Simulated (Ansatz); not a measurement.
Isolated molecules relaxed with PBE0-D4/def2-TZVP in Ansatz; ΔE leaves out vibrations. CCSD(T)/CBS adds triple-zeta CCSD(T) − MP2 to the extrapolated MP2 energy (def2 sets, frozen cores). This one scheme is used for every species. DFT in def2-TZVPP. One conformer a species, not always the lowest.

Consider the redistribution: `O=C[SiH](O)Cl` + `C[O][Al]([OH])[F]` → `O=C[SiH](O)O` + `C[O][Al]([F])[Cl]`.

Problem. Is it downhill or uphill in electronic energy at CCSD(T)/CBS, and by how much? (Estimate.)

Solution. Ansatz gave: Downhill: ΔE = -7.1 kcal/mol.

Problem. What do these levels give: r2SCAN-D4, PBE0-D4, ωB97M-V, r2SCANh, HF/def2-TZVPP, MP2/def2-TZVPP? (An estimate is asked.)

Solution. Ansatz gave: r2SCAN-D4 -6.7, PBE0-D4 -6.6, ωB97M-V -7.1, r2SCANh -7.0, HF/def2-TZVPP -9.3, MP2/def2-TZVPP -6.6 kcal/mol.

Largest T1 diagnostic among the species: 0.014.

In def2-TZVPP, CCSD(T) changes the Hartree–Fock value by +2.1 kcal/mol (the triples alone add +0.2 kcal/mol) and MP2 by +2.7 kcal/mol. From BLYP to BHLYP (50 % exact exchange), in def2-TZVPP and without D4, ΔE moves by −2.0 kcal/mol. Leaving LDA and LC-ωPBE aside and taking each functional with its dispersion term where it has one, the values, not all of them listed here, spread over 2.3 kcal/mol, from BHLYP-D4 to revPBE-D4.
